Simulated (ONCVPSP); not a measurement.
## What one change does to a pseudopotential (Ni, ONCV)

Ni (Z = 28), optimised norm-conserving Vanderbilt (ONCV), made with ONCVPSP 4.0.1 (LDA (Perdew-Zunger), fully relativistic). Core [Ne], reference 3s2 3p6 3d7 (charge +3). Waves: 3s: rc 1.05 bohr, ncon 3, nbas 6, qcut 11.8 1/bohr, 3 projectors, debl 3.4 Ha; 3p: rc 0.95 bohr, ncon 4, nbas 7, qcut 17.7 1/bohr, 2 projectors, debl 1.4 Ha; 3d: rc 1.00 bohr, ncon 5, nbas 9, qcut 14 1/bohr, 2 projectors, debl 1.7 Ha. Local part: polynomial inside 0.60 bohr (lpopt 5, dvloc0 -1 Ha). Core correction: Teter function, parameters optimised by the program.

Open shells are filled in proportion to 2j + 1.

In the s channel the program set the typed energies aside and used -5.514, 0.250, 3.650 Ha. In the p channel the program set the typed energies aside and used -4.037, 0.250 Ha (j = l + 1/2; the other j can differ). In the d channel the program set the typed energies aside and used -1.737, 0.250 Ha (j = l + 1/2; the other j can differ).

Change: s: ncon 5, nbas 8.

Cutoffs: the cutoffs (Ha) at which the residual kinetic energy of the hardest occupied pseudo-wave falls to 1 and 0.1 mHa per electron; they do not see the model core or the augmentation charge, which bear on the density cutoff. Errors are all-electron minus pseudo energies relative to the spin-unpolarised reference configuration.

Problem. How do hardness, ghosts and transferability respond?

Solution. The potential gets neither clearly harder nor softer (91 Ha and 185 Ha → 91 Ha and 185 Ha); the d channel sets the loose cutoff, while the largest relative change is in s, which becomes harder; of the 4 tests that both files solve, the error grows in 0 and shrinks in 2 by more than 15 % and 0.3 meV (median size 2.4 → 1.9 meV); neither file shows a bound ghost.

| quantity | base | changed |
| --- | --- | --- |
| cutoff, loose | 91 Ha | 91 Ha |
| cutoff, tight | 185 Ha | 185 Ha |
| loose cutoff by channel | s 50 Ha, p 79 Ha, d 91 Ha | s 58 Ha, p 79 Ha, d 91 Ha |
| bound ghosts | none | none |
| GHOST(+) flags under 300 eV | none | none |
| error for 3s2 3p6 3d8 4s2, meV [ΔE -65.06 eV] | -2.1 | -1.6 |
| error for 3s2 3p6 3d8 4s1, meV [ΔE -55.46 eV] | -0.8 | -0.6 |
| error for 3s2 3p6 3d8, meV [ΔE -37.80 eV] | +2.6 | +2.2 |
| error for 3s2 3p6 3d6, meV [ΔE 57.87 eV] | +9.0 | +7.8 |
| s: phases at 1.06 bohr within 0.05 rad from the reference energy up to (Ha; the scan ends near 5) | to the end of the scan | to the end of the scan |
| p3/2: phases at 0.97 bohr within 0.05 rad from the reference energy up to (Ha; the scan ends near 5) | to the end of the scan | to the end of the scan |
| p1/2: phases at 0.97 bohr within 0.05 rad from the reference energy up to (Ha; the scan ends near 5) | to the end of the scan | to the end of the scan |
| d5/2: phases at 1.01 bohr within 0.05 rad from the reference energy up to (Ha; the scan ends near 5) | to the end of the scan | to the end of the scan |
| d3/2: phases at 1.01 bohr within 0.05 rad from the reference energy up to (Ha; the scan ends near 5) | to the end of the scan | to the end of the scan |
| rms error of d²Exc/dni dnj with the model core, mHa | 1.37 | 1.20 |
